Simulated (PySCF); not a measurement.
**C₆ coefficients of unlike pairs at PBE0**

Calculated with PySCF 2.14 from the dipole response of each species, C₆(A,B) = (3/π) ∫ α_A(iu) α_B(iu) du, in atomic units, from isotropic polarisabilities. For ions this is the dispersion term alone; charge-induced terms of lower order in 1/R come first.

```csv
species,configuration,basis,relativity,α (bohr³),C₆ (like pair)
Tl⁺,[Xe] 4f14 5d10 6s2 (1S),aug-cc-pwCVTZ-DK3 (11s10p8d5f1g),spin-free X2C,20.72,166.6
Ne,[Ne] (1S),def2-TZVPPD (6s4p3d1f),none,2.749,6.586
Xe,[Xe] (1S),aug-cc-pV5Z-PP with ECP28MDF (8s8p6d4f3g2h),core potential,27.88,294.5
```

(1) Estimate C₆ for Xe with Ne.

No spin-orbit coupling is included.

The other pairs:

```
   pair     C₆
Ne, Tl⁺  31.64
Xe, Tl⁺  220.4
```

Answers

(1) The integral gives 40.91. The combination rule 2 C_A C_B / (C_A α_B/α_A + C_B α_A/α_B) gives 40.48 and the geometric mean 44.04.
